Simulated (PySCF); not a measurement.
# What a mistake does to a calculation on C2Ge2H6

Calculated results; nothing here was measured. They come from PySCF 2.14.0, an open-source quantum chemistry program, on an isolated molecule that a program drew, which may never have been made. The molecule is C2Ge2H6 (charge 0, singlet), drawn as the SMILES string `[CH3][Ge][CH]=[GeH2]`.

Each row is a Hartree-Fock (HF) and frozen-core CCSD(T) single point in the cc-pVDZ basis, meant for a local HF minimum. Run 1 is clean. Each other run has one planted mistake out of seven kinds, and not every kind appears here: one electron removed, one electron added, multiplicity raised by two, geometry at a saddle point, minimal basis STO-3G, one bond length entered in bohr, all coordinates scaled. The reference is restricted for singlets and unrestricted otherwise, and also for a bond in bohr. Adding or removing an electron swaps singlet and doublet. Electrons count all cores. HOMO and LUMO are orbital energies over both spins, the gradient is its largest component, and the lowest frequency (negative if imaginary) is given only where the gradient is small. Bond lengths are over the 9 bonds as drawn. T1 is the CCSD diagnostic: over 0.02 (restricted) or 0.045 (unrestricted) a single reference is doubtful. Germanium has the cc-pVDZ-PP basis, with a core potential (ECP10MDF) in place of its 10 inner electrons, and its 3s, 3p and 3d shells are frozen in CCSD(T).

Geometry of the clean run:
```xyz
10
C2Ge2H6, angstrom
C     0.7602   -1.1588    2.3851
Ge    1.5504   -1.2888    0.5415
C     0.2514   -0.1777   -0.3924
Ge    0.4419    0.0851   -2.1424
H     0.7321   -0.1114    2.7064
H     1.3342   -1.7329    3.1159
H    -0.2713   -1.5286    2.3797
H    -0.5985    0.3012    0.0904
H     1.5850   -0.5266   -2.9361
H    -0.4879    0.9244   -3.0131
```

| run | electrons | basis functions | <S^2> | HOMO (eV) | LUMO (eV) | gradient (hartree/bohr) | lowest frequency (cm^-1) | mean bond (Å) | longest bond (Å) | T1 | HF (hartree) | CCSD(T) (hartree) | mistake |
|---|---|---|---|---|---|---|---|---|---|---|---|---|---|
| 1 | 82 | 104 | 0.000 | -8.07 | 0.78 | 2.4e-05 | 79 | 1.4618 | 2.010 | 0.0136 | -665.90382 | -666.43265 | no fault |
| 2 | 82 | 104 | 2.374 | -6.52 | 0.04 | 3.8e-02 | - | 1.4618 | 2.010 | 0.0409 | -665.86166 | -666.36721 | multiplicity raised by two |
| 3 | 83 | 104 | 1.094 | -0.79 | 6.64 | 3.5e-02 | - | 1.4618 | 2.010 | 0.0406 | -665.90604 | -666.44208 | ? |
| 4 | 82 | 104 | 1.005 | -8.12 | 0.46 | 2.1e-02 | - | 1.5701 | 2.071 | 0.0667 | -665.78324 | -666.30592 | ? |

**Which mistake was planted in run 3, and what did it cost?**

It counts 83 electrons, one more than the clean run, at the same geometry and basis. So the mistake is: one electron added. Subtracting run 1 and multiplying by 627.51 kcal/mol a hartree, the energy moved by -1.4 kcal/mol in HF and -5.9 kcal/mol in CCSD(T).

**Which mistake was planted in run 4, and what did it cost?**

The mean bond changes by a factor of 1.074 and the longest by 1.030, so the molecule wasn't scaled as a whole. A length L in bohr read as angstrom grows by (1/0.5292 - 1) L = 0.890 L. The 9 bonds together grew by 9 x 0.1083 = 0.975 Å, which gives L = 1.096 Å. That is the length of one of the C-H bonds, 1.096 Å in the clean geometry. So the mistake is: one bond length entered in bohr. Subtracting run 1 and multiplying by 627.51 kcal/mol a hartree, the energy moved by 75.7 kcal/mol in HF and 79.5 kcal/mol in CCSD(T).

Cautions from the logs. Run 4: T1 is over the limit, so its CCSD(T) energy is less reliable.
